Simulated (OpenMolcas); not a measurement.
## 4d³ along the 39-electron sequence

```yaml
Program: OpenMolcas 26.06
Method: MS-CASPT2, IPEA 0.25 Eh, imaginary shift 0.1 Eh
Basis: ANO-R3
Scalar_Hamiltonian: X2C, finite nucleus
Spin-orbit_coupling: RASSI with atomic mean-field integrals over the reference wave functions, term energies averaged over their components
```

Active space for each ion: 3 electrons in 5 orbitals (4d); closed shells correlated by CASPT2: 4s 4p.

Computed levels in cm-1 above ⁴F_3/2:

```tsv
Level	Tc4+	Ru5+	Rh6+	Pd7+
⁴F_5/2	1036	1388	1815	2300
⁴F_7/2	2320	3070	3960	4960
⁴F_9/2	3740	4890	6220	7690
⁴P_3/2	12310	13760	14890	16320
⁴P_1/2	12390	13910	15170	16770
²G_7/2	13780	15830	17630	19820
⁴P_5/2	14040	16070	17920	20200
²G_9/2	14680	16890	18820	21130
²P_1/2	17350	20140	22740	25650
weight of ⁴F in the lowest level (%)	99	98	97	97
```

Mixed levels, with the weight of the term that names them: Rh6+ ²G_9/2 (68 %), Pd7+ ⁴P_3/2 (74 %), Pd7+ ²G_9/2 (63 %).

The fine-structure level ⁴F_9/2 changes by a factor of 2.06 from Tc4+ to Pd7+. Its fourth root runs 7.82, 8.36, 8.88, 9.36, with steps per unit of Z of 0.54, 0.52, 0.48; equal steps would mean a (Z - σ)^4 law with constant σ.

⁴P_3/2 changes by a factor of 1.33 over the same range, with steps per unit of Z of +1450, +1130, +1430 cm-1.

Term energies are means over components that CASPT2 splits; among the terms shown or strongly mixed into the levels shown the widest spread is 880 cm-1 (4d³ ⁴F, Ru5+). Levels of configurations outside the active space are missing.
